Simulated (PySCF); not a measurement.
Computed shifts of a molecule C8H6N2O, PySCF with PBE0/pcSseg-1, GIAO, gas phase, equivalent atoms averaged, in ppm (number of nuclei): ¹³C: 166.5 (1), 158.8 (2), 156.7 (1), 151.1 (1), 130.5 (1), 120.8 (1), 115.6 (1). ¹⁵N: 341.2 (1), 339.6 (1). ¹H: 9.56 (1), 9.56 (1), 9.37 (1), 7.88 (1), 7.44 (1), 7.05 (1). References: ¹³C against TMS (σ = 186.3 ppm); ¹⁷O against H2O (σ = 334.2 ppm); ¹⁵N against NH3 (σ = 267.4 ppm); ¹H against TMS (σ = 31.56 ppm), references at their B3LYP-D3(BJ)/def2-TZVP geometries, non-relativistic. Geometry: B3LYP-D3(BJ)/def2-SVP. The values are those of a single conformer.

Question: Identify the compound among the candidates.
A) c1cnc(-c2ccco2)nc1
B) c1coc(-c2cncnc2)c1
C) C#Cc1cc(C(C)=O)ncn1
D) C#Cc1nccc(C(C)=O)n1

Answer: B, c1coc(-c2cncnc2)c1
